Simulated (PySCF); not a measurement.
Compound: C₆H₄F₃N.
Cartesian coordinates in Å at the GFN2-xTB level; atoms count from 1:
```xyz
14
C6H4F3N angstrom
N      4.2071   -1.6189    2.4450
C      3.3237   -1.1466    1.8832
C      2.2756   -0.5856    1.2162
C      1.3557   -0.0745    0.6250
C      0.2524    0.5272   -0.0807
C     -0.8743   -0.4886   -0.3142
C     -2.0241    0.1610   -1.0591
F     -2.5434    1.1996   -0.3870
F     -1.6506    0.6338   -2.2579
F     -3.0290   -0.6968   -1.2791
H     -0.1246    1.3714    0.5054
H      0.6126    0.9094   -1.0412
H     -1.2605   -0.8660    0.6347
H     -0.5211   -1.3308   -0.9125
```

A PySCF run (density fitting, gas phase, GFN2-xTB geometry) gave HOMO -7.27 eV, LUMO -2.21 eV, dipole 2.85 D and E = -585.156 Eh.

Task: Which of these levels was it?
A. PBE0/6-31G*
B. BLYP/6-31++G**
C. PBE0/IGLO-II
D. HF/3-21G

Result: B. It is BLYP/6-31++G**. All candidates on this geometry:

| level and settings | kind | basis functions | SCF cycles | E (Eh) | HOMO (eV) | LUMO (eV) | dipole (D) |
| --- | --- | --- | --- | --- | --- | --- | --- |
| BLYP/6-31++G**, grid level 3, fitting basis def2-universal-jkfit | GGA | 204 | 12 | -585.1564 | -7.27 | -2.21 | 2.85 |
| PBE0/IGLO-II, grid level 1, start guess huckel | global hybrid | 244 | 17 | -584.8057 | -8.64 | -1.38 | 2.72 |
| PBE0/6-31G*, grid level 4, energy threshold 1e-11 Eh | global hybrid | 148 | 13 | -584.6312 | -8.36 | -1.10 | 2.97 |
| HF/3-21G, start guess huckel, damping 0.2 at the start, DIIS from the seventh cycle | Hartree–Fock | 98 | 27 | -579.0787 | -11.24 | 2.80 | 2.08 |

The nearest other candidate, by the summed differences of HOMO and LUMO, is PBE0/IGLO-II: its HOMO differs by -1.37 eV and its LUMO by +0.83 eV. All basis functions are spherical, in the Pople sets too.
